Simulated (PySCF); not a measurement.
C2H5ClSi2. Atoms are numbered in the order given.

```xyz
10

Cl    -0.1857    -2.3199     0.0000
C     -0.1573    -0.5770     0.0000
C     -1.2671     0.2070     0.0000
Si    -0.5458     1.9524     0.0000
Si     1.3522     0.5760     0.0000
H     -2.2910    -0.1896     0.0000
H     -0.8580     2.7659    -1.2148
H     -0.8580     2.7659     1.2148
H      2.2102     0.4596    -1.2169
H      2.2102     0.4596     1.2169
```
Charge 0, spin multiplicity 1.

Coordinates come from a r2SCAN-D4/def2-SVP optimisation. This is a generated structure with no PubChem entry under its InChIKey; it may be hypothetical.

Method: B3LYP/def2-TZVP (PySCF).

Q: Estimate the frontier levels, gap, dipole moment and polarisability. (The exact figures need the calculation; the answer reports its results.)

A: 
| Quantity | Value |
|---|---|
| highest occupied level | -7.45 eV |
| lowest empty level | -1.20 eV |
| orbital gap | 6.25 eV |
| dipole moment | 1.28 D |
| quadrupole, principal values (traceless, Buckingham form, about the centre of nuclear charge) | -2.28, -1.58, 3.86 D·Å |
| mean static polarisability | 90.7 bohr³ (13.43 Å³) |
| polarisability, principal values | 65.8, 89.1, 117.1 bohr³ |
